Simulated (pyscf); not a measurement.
Single points on ωB97X-D3(BJ)/def2-SVP structures (PySCF, gas phase). MP2 and CC: frozen core, UHF for open shells. ΔMP2 is the change of the MP2 total energy from the triple- to the quadruple-zeta basis.

Q: PBE/def2-TZVP puts the barrier of •O–SiH(OH)–OH → HO–Si•(OH)–OH (hydrogen shift; doublet surface; H–Si broken, H–O formed) at 5.9 kcal/mol and the reaction energy at -27.9 kcal/mol, from the reactant's lowest minimum found. What do M06-2X/def2-TZVP, ωB97M-D3(BJ)/def2-TZVP, CCSD(T)/def2-TZVPP + ΔMP2(QZVPP) give on the same structures?

A: M06-2X: ΔE‡ = 16.3 kcal/mol, ΔE = -26.3 kcal/mol; ωB97M-D3(BJ): ΔE‡ = 16.1 kcal/mol, ΔE = -22.1 kcal/mol; CCSD(T): ΔE‡ = 14.7 kcal/mol, ΔE = -25.8 kcal/mol. PBE's barrier lies under all of them, by 8.8 to 10.5 kcal/mol. Its reaction energy lies under all of them, by 1.6 to 5.7 kcal/mol. Low barriers are usual for a GGA, whose delocalisation error favours stretched bonds. This is the saddle that the search found; another between the same sides may lie lower. The CCSD(T) − MP2 part came from Ansatz, without density fitting, on the same reference.
